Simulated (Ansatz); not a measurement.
`[CH3][GeH]([SiH3])[Cl]` → Cl• + `[CH3][GeH][SiH3]`•  (homolysis of the Cl–Ge bond)

Calculated with Ansatz (gas phase, PBE0-D4/def2-TZVP geometries, no zero-point term in ΔE). CCSD(T)/CBS is the MP2 limit (def2-TZVPP, def2-QZVPP) plus CCSD(T) − MP2 in def2-TZVPP, frozen cores. This one scheme is used for every species, atoms too. Functionals use def2-TZVPP. B3LYP here is the variant with VWN-RPA as its local correlation; programs differ in this. HSE06 is defined as in plane-wave codes. No spin–orbit coupling; open shells (•) take unrestricted orbitals. Spin–orbit coupling would lower the free atoms: a little for Cl. For Ge outer-core shells are correlated without core-valence functions, so the limit isn't a true one: a few kJ/mol of doubt a bond, and 10 to 20 or more in all where bonds break to atoms. Scalar relativity is left out up to krypton.

| level | ΔE (kJ/mol) | difference from CCSD(T)/CBS |
| --- | --- | --- |
| LDA (SPW92) | 470.6 | 48.9 |
| PBE-D4 | 416.6 | -5.1 |
| revPBE-D4 | 403.2 | -18.5 |
| BLYP-D4 | 398.4 | -23.3 |
| r2SCAN-D4 | 411.2 | -10.5 |
| B97M-V | 426.0 | 4.3 |
| B3LYP-D4 | 402.7 | -19.0 |
| r2SCANh-D4 | 408.5 | -13.2 |
| r2SCAN0-D4 | 404.7 | -17.0 |
| HSE06-D4 | 413.4 | -8.3 |
| BHLYP-D4 | 398.0 | -23.7 |
| CAM-B3LYP-D4 | 405.9 | -15.8 |
| ωB97X-V | 423.2 | 1.5 |
| B2PLYP | 404.3 | -17.4 |
| PBE-QIDH | 418.2 | -3.5 |
| PBE | 409.8 | -11.9 |
| revPBE | 388.9 | -32.8 |
| BLYP | 384.7 | -37.0 |
| r2SCAN | 409.4 | -12.3 |
| PBE0 | 407.4 | -14.3 |
| B3LYP | 391.7 | -30.0 |
| r2SCANh | 406.5 | -15.2 |
| HSE06 | 407.6 | -14.1 |
| BHLYP | 388.1 | -33.6 |
| CAM-B3LYP | 399.5 | -22.2 |
| LC-ωPBE | 403.1 | -18.6 |
| RPA@PBE/def2-TZVPP | 375.5 | -46.2 |
| HF/def2-SVP | 302.8 | -118.9 |
| CCSD/def2-SVP | 372.8 | -48.9 |
| CCSD(T)/def2-SVP | 378.7 | -43.0 |
| HF/def2-TZVPP | 308.7 | -113.0 |
| MP2/def2-TZVPP | 428.7 | 7.0 |
| SCS-MP2/def2-TZVPP | 417.9 | -3.8 |
| CCSD/def2-TZVPP | 397.1 | -24.6 |
| CCSD(T)/def2-TZVPP | 407.2 | -14.5 |
| HF/def2-QZVPP | 308.4 | -113.3 |
| MP2/def2-QZVPP | 437.0 | 15.3 |
| HF/CBS(def2) | 308.4 | -113.3 |
| MP2/CBS(def2) | 443.2 | 21.5 |
| CCSD/CBS(def2) | 411.6 | -10.1 |
| CCSD(T)/CBS | 421.7 | 0 |

Largest T1 diagnostic among the species: 0.012.

The D4 term adds +11.0 kJ/mol with B3LYP and +6.1 kJ/mol with PBE0; it sums over pairs of atoms, weighted by their polarisabilities, and B3LYP, whose exchange is more repulsive, gets the larger term. From BLYP to BHLYP (50 % exact exchange), in def2-TZVPP and without D4, ΔE moves by +3.5 kJ/mol.

CCSD(T)/CBS has its own doubt, a few kJ/mol and more with outer-core shells, so smaller differences from it don't rank the levels.
